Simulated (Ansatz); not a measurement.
Ansatz results at the PBE0-D4/def2-TZVP geometry: HOMO energy (PBE/def2-TZVPP) -5.66 eV; HOMO–LUMO gap (B3LYP/def2-TZVPP) 6.14 eV; ideal-gas entropy at 298 K and 1 bar (rigid rotor, harmonic PBE0-D4/def2-TZVP) 324 J/(mol·K).

Each molecule was computed in one conformer, which needn't be the lowest.

**Question.** Which molecule gave them?
A. `O/C=C(/S)Cl`
B. `SB[SiH2][SeH]`
C. `F[CH]1[SiH2][Al]1[F]`
D. `N=C(F)S`

**Answer.** A. The others give `N=C(F)S`: -6.73, 7.00, 287; `F[CH]1[SiH2][Al]1[F]`: -5.83, 4.77, 342; `SB[SiH2][SeH]`: -5.74, 4.53, 365.

B3LYP here is the variant with VWN-RPA as its local correlation; programs differ in this.
